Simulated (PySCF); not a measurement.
C8H11N.
SMILES with atom numbers: `[CH2:1]=[CH:2][C@@H:3]1[CH2:4][CH2:5][CH2:6][C@H:7]1[C:8]#[N:9]` (hydrogens: H10, H11 on C1; H12 on C2; H13 on C3; H14, H15 on C4; H16, H17 on C5; H18, H19 on C6; H20 on C7)

Computed geometry: GFN2-xTB, gas phase.

(1) List the bond lengths, angles and torsions at this level.

Results:

(1) 
```
  bond  length (Å)   order
 C1=C2       1.320  double
 C2–C3       1.493  single
 C3–C4       1.535  single
 C4–C5       1.524  single
 C5–C6       1.528  single
 C6–C7       1.547  single
 C7–C8       1.439  single
 C8≡N9       1.144  triple
 C3–C7       1.558  single
C1–H10       1.078  single
C1–H11       1.077  single
C2–H12       1.083  single
C3–H13       1.095  single
C4–H14       1.089  single
C4–H15       1.092  single
C5–H16       1.089  single
C5–H17       1.091  single
C6–H18       1.091  single
C6–H19       1.090  single
C7–H20       1.095  single
```

Orders are formal, as drawn. A selection of angles:
```
   angle  degrees
C1–C2–C3    124.5
C2–C3–C4    113.2
C2–C3–C7    112.1
C4–C3–C7    103.9
C3–C4–C5    103.5
C4–C5–C6    103.2
C5–C6–C7    104.9
C6–C7–C8    111.1
C3–C7–C6    106.5
C3–C7–C8    110.1
C7–C8–N9    178.4
```

Dihedral angles: C1–C2–C3–C4 -124° (anticlinal); C2–C3–C4–C5 -157° (antiperiplanar); C3–C4–C5–C6 43° (synclinal); C4–C5–C6–C7 -34° (synclinal); C5–C6–C7–C8 -108° (anticlinal); C2–C3–C7–C6 137° (anticlinal).

The 5-membered ring C3–C4–C5–C6–C7 has internal angles of 103.2° to 106.5° (sum 522°, against 540° for a flat polygon); it is puckered, 0.18 Å rms from its mean plane, widest ring torsion 43°. The 8 C–C bonds span 1.320 Å (C1=C2, drawn double) to 1.558 Å (C3–C7, drawn single), a spread of 0.238 Å. Of the pairs four or more bonds apart, H10···H13 is among the closest relative to their van der Waals radii: 2.40 Å, 100 % of the sum of Bondi's values.

Point group: C1 (no symmetry element, even within 0.4 Å). Whether it is a minimum is left open (no frequencies). One conformer, not necessarily the lowest.
